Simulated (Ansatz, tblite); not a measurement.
Removing and adding an electron: Sn₃H₆. The state is a singlet with charge 0. Geometry: PBE0-D4/def2-SVP. Ansatz, gas phase; energy differences of separate SCF runs; the oxidised species was run as a doublet alone; the reduced species was run as a doublet alone.

```xyz
9

Sn    0.870   -0.516    0.899
Sn   -0.741   -0.826   -2.009
Sn   -0.452    1.557   -0.399
H     0.519   -1.608   -0.600
H     2.566   -0.781    0.842
H    -1.632    2.161    0.691
H     0.722    2.784   -0.662
H     0.176   -1.543    2.084
H    -2.030   -1.229   -0.846
```

In the def2 sets Sn takes a core potential; there is no spin–orbit coupling. The xTB rows come from tblite. Correlated methods freeze 12 core orbitals; core or outer-core shells of Sn are correlated, in sets that lack core-valence functions. The rows differ in basis, and correlated rows in double-zeta sets carry the largest basis error. The structure comes from a short search, and lower isomers may exist.

Q: Estimate orbital energies and vertical ionisation energies and electron affinities at: GFN1-xTB; GFN2-xTB; HF/def2-SVP; PBE-D4/def2-TZVP; PBE-D4/def2-TZVPD; r2SCAN-D4/def2-TZVP; r2SCAN-D4/def2-TZVPD; PBE0-D4/def2-TZVP; PBE0-D4/def2-TZVPD; MP2/def2-SVP; CCSD/def2-SVP; CCSD(T)/def2-SVP.

A: 
| level | −HOMO (eV) | vertical IE (eV) | −LUMO (eV) | vertical EA (eV) | HOMO–LUMO gap (eV) | IE − EA (eV) | remarks |
| --- | --- | --- | --- | --- | --- | --- | --- |
| GFN1-xTB | 10.53 | 13.06 | 6.93 | 4.31 | 3.60 | 8.75 | – |
| GFN2-xTB | 10.46 | 12.82 | 7.34 | 5.03 | 3.12 | 7.80 | – |
| HF/def2-SVP | – | 6.93 | – | – | – | – | – |
| PBE-D4/def2-TZVP | 5.38 | 7.72 | 2.57 | – | 2.81 | – | – |
| PBE-D4/def2-TZVPD | 5.39 | – | 2.59 | 0.67 | 2.80 | – | HOMO above zero (-1 doublet) |
| r2SCAN-D4/def2-TZVP | 5.57 | 7.74 | 2.40 | – | 3.17 | – | – |
| r2SCAN-D4/def2-TZVPD | 5.57 | – | 2.41 | 0.61 | 3.16 | – | HOMO above zero (-1 doublet) |
| PBE0-D4/def2-TZVP | 6.14 | 7.77 | 1.85 | – | 4.29 | – | – |
| PBE0-D4/def2-TZVPD | 6.15 | – | 1.87 | 0.58 | 4.28 | – | HOMO above zero (-1 doublet) |
| MP2/def2-SVP | – | 7.62 | – | – | – | – | – |
| CCSD/def2-SVP | – | 7.55 | – | – | – | – | – |
| CCSD(T)/def2-SVP | – | 7.57 | – | – | – | – | – |

   A HOMO above zero means that the electron is unbound at that level or that self-interaction error raises the level; the energy of removing that electron tells which. Raw xTB energy differences between charge states are shifted by several eV; the methods need an empirical correction for them.
